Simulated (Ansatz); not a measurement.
F2H2NSi, SMILES `N[Si](F)F` radical. The species carries charge 0 and has multiplicity 2. Geometry: relaxed with PBE0-D4/def2-TZVP. It is one conformer, not always the lowest.

```xyz
6

N    -0.192   -0.109   -0.832
Si    0.467   -0.076    0.738
F     0.663    1.456    1.133
F    -0.610   -0.730    1.714
H    -0.572   -0.973   -1.190
H     0.245    0.431   -1.563
```

(1) What is the dipole moment at ωB97M-V/def2-TZVPP? (Estimate.)

(2) And with PBE, r2SCAN, B3LYP? (Estimate.)

(3) Give the Mulliken charges with ωB97M-V, PBE, r2SCAN in def2-TZVPP. (An estimate is asked.)

## Answers

(1) Computed: 2.82 D, with components (0.62, -1.04, -2.55) D in this frame, pointing from negative to positive charge.

(2) Computed: PBE 2.76 D, r2SCAN 2.79 D, B3LYP 2.85 D.

(3) The calculation gave: 
```
atom  ωB97M-V    PBE  r2SCAN
  N1    -0.29  -0.32   -0.38
 Si2     0.61   0.52    0.66
  F3    -0.29  -0.26   -0.30
  F4    -0.29  -0.26   -0.30
  H5     0.12   0.16    0.16
  H6     0.12   0.16    0.16
```

B3LYP here is the variant with VWN-RPA as its local correlation; programs differ in this.
